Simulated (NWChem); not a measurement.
Ionisation of benzenedithiol (C6H6S2)

```xyz
14

S      3.1943     0.0000    -0.0820
C      1.4151     0.0000     0.0036
C      0.6982     0.0000     1.2090
C     -0.6982     0.0000     1.2090
C     -1.4151     0.0000     0.0036
S     -3.1943     0.0000    -0.0820
C     -0.6967     0.0000    -1.2038
C      0.6967     0.0000    -1.2038
H      3.4193     0.0000     1.2504
H      1.2273     0.0000     2.1654
H     -1.2273     0.0000     2.1654
H     -3.4193     0.0000     1.2504
H     -1.2311     0.0000    -2.1574
H      1.2311     0.0000    -2.1574
```
Charge 0, spin multiplicity 1.

All runs are NWChem calculations. All single points use one geometry, from B3LYP/def2-SVP, held to C2v symmetry and with no frequency check, so it may be a saddle point. It is one conformer; others weren't searched.

Basis set: def2-SVP. −ε marks an orbital energy of the parent.

B3LYP has NWChem's definition, with VWN1-RPA local correlation.

### Question
One of these methods gave a first vertical ionisation energy of 7.95 eV. Which?
A. −ε(HOMO) of HF
B. −ε(HOMO) of B3LYP
C. −ε(HOMO) of BHandHLYP
D. −ε(HOMO) of PBE

### Answer
A, −ε(HOMO) of HF. The others give 6.70 (−ε(HOMO) of BHandHLYP), 5.63 (−ε(HOMO) of B3LYP), 4.87 (−ε(HOMO) of PBE).
